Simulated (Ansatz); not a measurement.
Total energies of Li4S2 (the lowest singlet isomer of a short search) from Ansatz at PBE-D4/def2-TZVP, gas phase (1 Eh = 27.2114 eV = 2625.5 kJ/mol). The reference geometry is relaxed at PBE0-D4/def2-TZVP.

```xyz
6

Li    0.223    1.003   -1.253
Li   -0.556    0.955    1.168
Li    2.617   -1.742    0.849
Li   -1.319   -0.856   -0.449
S    -1.876    1.291   -0.586
S     0.912   -0.650    0.273
```

```csv
state,geometry,energy (Eh)
charge 0 singlet,reference,-826.28906
charge 1 doublet,reference,-826.05170
free Li atom (doublet),–,-7.46192
free S atom (triplet),–,-397.93833
```

(1) Work out the vertical ionisation energy to the doublet.

(2) What is the binding energy per atom against free atoms?

(1) E(charge 1 doublet) − E(charge 0 singlet) = -826.05170 − (-826.28906) = 0.23736 Eh = 6.46 eV. For comparison, −ε of the highest occupied level is 3.59 eV at this level, 2.87 eV less.

(2) Atoms: 4 × (-7.46192) + 2 × (-397.93833) = -825.72434 Eh. Binding: -825.72434 − (-826.28906) = 0.56472 Eh = 15.37 eV, or 2.56 eV for each of 6 atoms (no zero-point energy, no counterpoise term).

The structure comes from a short search, and lower isomers may exist.
